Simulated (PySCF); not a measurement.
## Spin states and ions at one geometry of Hg2OF2

PySCF 2.14.0, RKS PBE, Hg def2-SVP with ECP60, O def2-SVP, F def2-SVP; non-relativistic Hamiltonian with scalar-relativistic core potentials where named; density fitting; no spin-orbit coupling; singlets restricted, open shells unrestricted. The geometry is relaxed for charge 0, singlet, vacuum:

```xyz
5

Hg   -0.1328   -0.1520    1.6851
Hg   -0.1328   -0.1520   -1.6851
O    -0.8205   -0.9388    0.0000
F     0.4715    0.5395    3.4071
F     0.4715    0.5395   -3.4071
```

Energies count from the relaxed state; an electron taken off or put on is at rest in vacuum. Charges and spins are Mulliken's.

```
                     state  energy (eV)  spin squared  charge on Hg1 (e)  spin on Hg1 (e)  dipole about the centre of mass (D)
 charge 0, singlet, vacuum         0.00          0.00               0.65             0.00                                 0.86
charge +1, doublet, vacuum         9.94          0.75               0.91             0.03                                 0.81
charge -1, doublet, vacuum        -0.90          0.75               0.22             0.31                                 0.68
```

Problem. What does the state charge 0, triplet, vacuum give?

Solution. energy (eV) 3.11, spin squared 2.00, charge on Hg1 (e) 0.51, spin on Hg1 (e) 0.36, dipole about the centre of mass (D) 1.34.

With an electron taken off (doublet) the charges change, summed by element, by Hg +0.52 e, O +0.18 e, F +0.30 e. The vertical ionisation energy is 9.94 eV, against −ε(HOMO) = 6.78 eV of the relaxed state. The level lies 3.2 eV too high, as is usual for semilocal functionals and global hybrids, which keep a self-interaction error.

With an electron put on (doublet) the charges change, summed by element, by Hg -0.85 e, O +0.01 e, F -0.16 e. The vertical electron affinity is 0.90 eV, against −ε(LUMO) = 3.59 eV of the relaxed state. The basis has no diffuse functions, which an added electron needs. The added electron's level lies above zero.

Open shells may have lower solutions than those found.

No frequency check is given that shows the relaxed geometry to be a minimum, and it was reached by following one of several unstable modes of a saddle point.
